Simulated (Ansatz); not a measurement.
System: butyl(dimethyl)borane, C$_{6}$H$_{15}$B, net charge 0, singlet state. 
Coordinates optimised at B3LYP-D3(BJ)/def2-TZVP (Ansatz, a program for electronic structure):
SMILES: CCCCB(C)C
```xyz
22

C      3.3142     0.2395    -0.6351
C      2.2240    -0.2306     0.3233
C      0.8138     0.0768    -0.1779
C     -0.2967    -0.3983     0.7848
B     -1.7067    -0.0412     0.1831
C     -2.2161     1.4448     0.1844
C     -2.5857    -1.1684    -0.4664
H      3.2133    -0.2409    -1.6115
H      4.3101     0.0082    -0.2526
H      3.2607     1.3196    -0.7923
H      2.3631     0.2404     1.3016
H      2.3168    -1.3086     0.4883
H      0.7209     1.1552    -0.3431
H      0.6775    -0.3925    -1.1590
H     -0.1739    -1.4726     0.9566
H     -0.1462     0.1044     1.7475
H     -1.6305     2.1370     0.7920
H     -3.2653     1.5075     0.4913
H     -2.2020     1.8158    -0.8491
H     -3.4003    -0.8155    -1.1018
H     -3.0426    -1.7350     0.3577
H     -1.9890    -1.8993    -1.0201
```
Charge 0, spin multiplicity 1.

Computed values are from Ansatz. Correlated levels leave the core frozen unless marked. UHF or UKS for open shells. No spin-orbit coupling. No relativistic terms. CBS marks a two-point X^-3 extrapolation of the correlation energy; Hartree-Fock from the larger set. [CCSD(T)-MP2]/basis is that difference in the basis named.

The atomisation energy De is 8706.4 kJ/mol at RI-MP2/CBS(cc-pVTZ,cc-pVQZ)+[CCSD(T)-MP2]/cc-pVTZ and the total energy is -262.1675 Eh at RI-MP2/CBS(cc-pVTZ,cc-pVQZ)+[CCSD(T)-MP2]/cc-pVTZ. The dipole moment is 0.08 D at CCSD(T)/aug-cc-pVDZ and the T1 diagnostic is 0.010 at CCSD/aug-cc-pVTZ.
